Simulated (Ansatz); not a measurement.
Saddle point of SiH₃BrF₂, closed shell (SiHBrF₂ ([F][SiH]([F])[Br]) + H₂ → SiH₂F₂ ([F][SiH2][F]) + HBr; bonds formed: Si1–H7, Br2–H6; bonds broken: Si1–Br2, H6–H7), PBE0-D4/def2-TZVP structure:

```
7
angstrom
Si -0.3873 0.1733 0.2804
Br 0.8358 -1.9544 -0.5862
F -1.5862 -0.1242 -0.6915
F -0.6050 1.7200 0.6167
H -0.2792 -0.4278 1.6046
H 1.0783 -0.1474 -0.6783
H 0.9435 0.7605 -0.5455
```

Energies are electronic, without zero-point energy. Barriers and step energies count from the start structure reached by relaxing down the imaginary mode; all methods use the PBE0-D4 structures, on which another method's saddle can fall below an end. Ansatz 0.2.0; basis: def2-TZVPP, with def2-QZVPP for the basis limit; cores frozen in the correlated methods. Filled d shells of the heavier atoms are correlated. The def2 sets are not built for correlating such inner shells, so the correlated values are less sure here. B3LYP uses VWN-RPA correlation. Extrapolation: Hartree–Fock as exp(−7.88 √X), correlation as X^−2.97.

| method | barrier (kJ/mol) | step energy (kJ/mol) |
| --- | --- | --- |
| SPW92 | ? | 66.6 |
| PBE-D4 | 186.8 | 72.3 |
| BLYP-D4 | 206.5 | 68.0 |
| r2SCAN-D4 | 200.5 | 76.3 |
| B97M-V | 214.0 | 70.5 |
| PBE0-D4 | 201.6 | 70.9 |
| B3LYP-D4 | 215.9 | 66.8 |
| r2SCAN0-D4 | 209.8 | 74.1 |
| BHLYP-D4 | ? | 65.2 |
| CAM-B3LYP-D4 | 220.6 | 62.6 |
| wB97X-V | 223.6 | 67.6 |
| wB97M-V | 220.1 | 70.5 |
| B2PLYP | 223.1 | 66.7 |
| PBE-QIDH | ? | 71.3 |
| RPA on PBE | 229.7 | 59.0 |
| HF | 276.1 | 58.1 |
| MP2 | 228.5 | 73.0 |
| CCSD | 236.1 | 61.7 |
| CCSD(T) | 228.5 | 64.6 |

**Question.** Fill in the withheld barriers. (To be estimated.)

**Answer.** The calculation gives: SPW92 152.0; PBE-QIDH 217.3; BHLYP-D4 232.8 kJ/mol. Each is the energy of the saddle less that of the start structure, by the same method.

For comparison, the barrier by CCSD(T) at an estimated basis limit (MP2 extrapolated from triple and quadruple zeta, plus CCSD(T) − MP2 in triple zeta) is 225.6 kJ/mol.

No T1 diagnostic of these runs exceeds 0.011.

Labels in which every atom is bracketed show which atoms are joined, not bond orders.

For scale, one of the runs: CCSD(T)/def2-TZVPP, 194 basis functions, launched by `ansatz run in.yaml --threads 4 --pin off --events-out ev --progress --plain --max-ram 9574MiB`. Hardware: 4 CPU threads of an Arm Neoverse V1, shared host. Wall time 95 s; peak host memory 2.3 GiB.
